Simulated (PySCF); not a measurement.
Species: C₃H₂FNSe.
Geometry (PBE0-D3(BJ)/def2-SVP, Å), atoms numbered from 1 in this order:
```
atom  x, y, z in Å
F1     2.6745   -0.0548    0.6721
C2     1.3705   -0.0146    0.5461
N3     0.7412   -0.5374   -0.4316
C4    -0.6141   -0.3550   -0.3226
C5    -1.0854    0.3252    0.7590
Se6    0.3294    0.8471    1.8521
H7    -1.2588   -0.7623   -1.1044
H8    -2.1215    0.5587    1.0001
```

Method used: MP2 and CCSD/aug-cc-pVDZ in PySCF, restricted Hartree–Fock reference, 14 core orbitals frozen, non-relativistic, gas phase, PBE0-D3(BJ)/def2-SVP geometry.

E(HF) = -2668.46393 Eh.

(1) How large is the problem?

(2) What are the MP2 and CCSD correlation energies?

(3) What is the T1 diagnostic?

(4) How does correlation change the dipole moment?

Results:

(1) 169 basis functions and 70 electrons; 14 orbitals frozen, which leaves o = 21 correlated occupied and v = 134 virtual orbitals. That is o·v = 2814 singles and o·v(o·v + 1)/2 = 3960705 distinct closed-shell doubles amplitudes before symmetry; the costliest CCSD step grows as o²v⁴ = 1.4 × 10^11.

(2) MP2 -0.9164 Eh and CCSD -0.9352 Eh, which gives totals of -2669.38038 and -2669.39911 Eh. That is 0.606 eV for each correlated electron at CCSD (2455 kJ/mol in all, 0.035 % of the total energy); MP2 gives 98.0 % of the CCSD value.

(3) 0.0146, below the customary warning level of 0.02. It is the norm of the spatial-orbital singles amplitudes over the root of the number of correlated electrons, so the norm is 0.095.

(4) HF gives 2.70 D and CCSD (unrelaxed density) 2.59 D, a change of -0.11 D.

Connected triples and the basis-set limit are missing.

The job also held the EOM ionisation roots. The run took 7.4 min of wall time on one thread, x86-64 server, on a shared host.
